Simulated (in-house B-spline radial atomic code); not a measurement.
Checks on a self-consistent run for S IX (S8+), [He] 2s1 2p4 4d1. Method: Dirac-Hartree-Fock, average of configuration, Fermi nucleus of rms radius 3.2611 fm. Calculated with an all-electron radial atomic-structure program (B-spline basis).

```tsv
orbital	q	ε (Eh)	<1/r>	<r²>	small-component weight
1s1/2	2	-102.87899	15.6976	0.012511	0.0032484
2s1/2	1	-17.44909	3.33702	0.228604	0.00058406
2p1/2	1.3333	-15.48761	3.25696	0.188535	0.00056092
2p3/2	2.6667	-15.42983	3.23722	0.190013	0.00055833
4d3/2	0.4	-2.62122	0.597658	5.73129	7.6197e-05
4d5/2	0.6	-2.62058	0.597314	5.73472	7.6163e-05
```

Electron-electron repulsion V_ee = 65.1874 hartree.

What total energy follows from the eigenvalues?

The eigenvalues count the repulsion twice, so E = Σqε - V_ee = -287.624 - 65.187 = -352.812 hartree; the run printed -352.812.

Does the Dirac virial theorem hold?

For a point nucleus E = -2c²Σq·w, with w the small-component weight. Here Σq·w = 0.0093938 and c = 137.0360, so the ratio E/(-2c²Σq·w) is 1.000002.

What diamagnetic shielding (Lamb formula) and susceptibility (Langevin formula) do the radii give?

σ = (α²/3)Σq<1/r> = 48.3048/(3·137.036²) = 857.43 ppm, and χ = -0.79199×10⁻⁶·Σq<r²> = -5.342×10⁻⁶ cm³/mol with Σq<r²> = 6.7451 bohr². Both are non-relativistic formulas without the paramagnetism of open shells.
